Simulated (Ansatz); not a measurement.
`CS[S][GeH3]` + `C[NH][InH2]` → `C[N]([GeH3])[InH2]` + `CSS` at 600 K and 1 bar (ligand exchange at a Ge–S bond).

Gas-phase electronic energies from Ansatz, PBE0-D4/def2-TZVP geometries. CBS: MP2 limit from def2 TZ/QZ plus the TZ coupled-cluster correction, frozen cores. Elements past krypton have def2 core potentials. For Ge, In outer-core shells are correlated without core-valence functions, which leaves a few kJ/mol of doubt a bond. Scalar relativity is left out up to krypton. Each species was taken in one conformer, which may not be the lowest.

| species | CCSD(T)/CBS energy (Eh) | H − E (kJ/mol) | S (J/(mol·K)) |
| --- | --- | --- | --- |
| `CS[S][GeH3]` | -2913.33841 | 230.2 | 456.1 |
| `C[NH][InH2]` | -286.14916 | 222.1 | 392.4 |
| `C[N]([GeH3])[InH2]` | -2363.46641 | 277.7 | 488.4 |
| `CSS` | -836.00794 | 167.3 | 353.3 |

H − E and S are ideal-gas, rigid-rotor, harmonic terms from PBE0-D4/def2-TZVP, for one conformer and one mirror image of each species. 1 Eh = 2625.50 kJ/mol, R = 8.31446 J/(mol·K).

Problem. By hand: ΔE, ΔH, ΔS and ΔG.

Solution. ΔE = (-2363.46641) + (-836.00794) − (-2913.33841) − (-286.14916) = 0.01322 Eh = 34.7 kJ/mol. Δ(H − E) = 277.7 + 167.3 − 230.2 − 222.1 = -7.3, so ΔH = 27.4 kJ/mol. ΔS = 488.4 + 353.3 − 456.1 − 392.4 = -6.8 J/(mol·K). ΔG = 27.4 − 600 × (-6.8)/1000 = 31.5 kJ/mol.

Problem. By hand: the equilibrium constant, and the temperature at which ΔG would vanish if ΔH and ΔS stayed fixed.

Solution. log₁₀ K = −ΔG/(RT ln 10) = -2.7. ΔH and −TΔS have one sign here, so there is no such temperature.

The number of gas molecules stays the same, so ΔS is small and ΔH decides. A doubt of 5 kJ/mol in ΔE shifts log₁₀ K by 0.4 here. Other conformers and mirror images would add mixing entropy, several J/(mol·K) or more a flexible species. These are equilibria of isolated gas molecules and say nothing of rates. Largest T1 diagnostic: 0.016 (customary marks: 0.02 for closed shells, 0.045 for open ones).

ΔS is within the doubt of such terms, so its sign, and with it that verdict, could turn.
